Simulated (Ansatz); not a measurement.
Basis sets compared for (CdS)2 ring (Cd2S2). The state is a singlet with charge 0. Geometry r2SCAN-D4/def2-SVP. Ansatz on 2 threads of Arm Neoverse V2 on a shared host; times are rough, and most runs start from earlier orbitals.

Cartesian coordinates in Å:
```
Cd 1.0790 0.8120 0.3161
S 0.7263 -1.4430 1.2272
Cd -1.0790 -0.8120 -0.3161
S -0.7263 1.4430 -1.2272
```

In the def2 sets Cd takes a core potential, while STO-3G treats all electrons; there is no spin–orbit coupling.

STO-3G and 6-31G are all-electron sets without relativity, so their totals don't compare with the def2 sets.

Binding counts from free atoms (Cd singlet, S triplet) in the same basis, without a counterpoise term.

```json
{"level": "HF/STO-3G", "functions": "72", "energy (Eh)": "-11609.6258", "HOMO (eV)": "-3.77", "LUMO (eV)": "5.04", "binding per atom (eV)": "–", "wall time": "1.1 s"}
{"level": "HF/def2-TZVP", "functions": "154", "energy (Eh)": "-1128.8634", "HOMO (eV)": "-8.63", "LUMO (eV)": "-0.77", "binding per atom (eV)": "0.62", "wall time": "2 s"}
{"level": "PBE-D4/def2-SVP", "functions": "98", "energy (Eh)": "-1131.3151", "HOMO (eV)": "-5.20", "LUMO (eV)": "-4.09", "binding per atom (eV)": "1.50", "wall time": "1.6 s"}
{"level": "PBE-D4/def2-TZVP", "functions": "154", "energy (Eh)": "-1131.6738", "HOMO (eV)": "-5.36", "LUMO (eV)": "-4.15", "binding per atom (eV)": "1.49", "wall time": "2.5 s"}
{"level": "r2SCAN-D4/def2-TZVP", "functions": "154", "energy (Eh)": "-1132.0596", "HOMO (eV)": "-5.56", "LUMO (eV)": "-4.01", "binding per atom (eV)": "1.50", "wall time": "7.5 s"}
{"level": "PBE0-D4/def2-SVP", "functions": "98", "energy (Eh)": "-1131.3561", "HOMO (eV)": "-6.24", "LUMO (eV)": "-3.40", "binding per atom (eV)": "1.44", "wall time": "2.6 s"}
{"level": "PBE0-D4/def2-TZVP (with forces)", "functions": "154", "energy (Eh)": "-1131.7098", "HOMO (eV)": "-6.38", "LUMO (eV)": "-3.43", "binding per atom (eV)": "1.45", "wall time": "6 s"}
```

(1) Estimate the rows for PBE-D4/def2-TZVPD, r2SCAN-D4/def2-TZVPD, PBE0-D4/def2-TZVPD.

## Answers

(1) 
```csv
level,functions,energy (Eh),HOMO (eV),LUMO (eV),binding per atom (eV),wall time
PBE-D4/def2-TZVPD,172,-1131.6755,-5.43,-4.19,1.49,3.7 s
r2SCAN-D4/def2-TZVPD,172,-1132.0610,-5.60,-4.04,1.51,10 s
PBE0-D4/def2-TZVPD,172,-1131.7113,-6.43,-3.46,1.45,5 s
```
